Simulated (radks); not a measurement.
Results of a calculation; reference values are marked as such.
The phosphorus anion P3-, [Ar], held by a Watson sphere: a shell of charge +3.01 at radius R that stands for the Madelung well of a crystal (potential energy -3.01/R inside, -3.01/r outside, in hartree with lengths in bohr). Level of theory: non-relativistic Kohn-Sham, r2SCAN, spin-polarised, spherical densities, point nucleus; meta-GGA in the generalised Kohn-Sham scheme (a radial shooting solver on a logarithmic mesh with Libxc functionals).

| R (bohr) | e(2p) (eV) | e(3s) (eV) | e(3p) (eV) | <r> 3p (bohr) | sum of <r^2> (bohr^2) | X-ray form factor at sin(theta)/lambda = 0.2 1/angstrom |
|---|---|---|---|---|---|---|
| 2.29 | -123.23 | -16.347 | -7.937 | 2.347 | 50.08 | 10.627 |
| 2.48 | -123.21 | -15.665 | -7.509 | 2.424 | 53.09 | 10.500 |
| 3.25 | -123.23 | -13.425 | -5.881 | 2.725 | 65.77 | 10.206 |
| 3.44 | -123.20 | -12.996 | -5.526 | 2.797 | 69.01 | 10.176 |
| 3.67 | -123.15 | -12.533 | -5.127 | 2.882 | 73.00 | 10.155 |
| 4.1 | -123.02 | -11.819 | -4.468 | 3.040 | 80.71 | 10.146 |
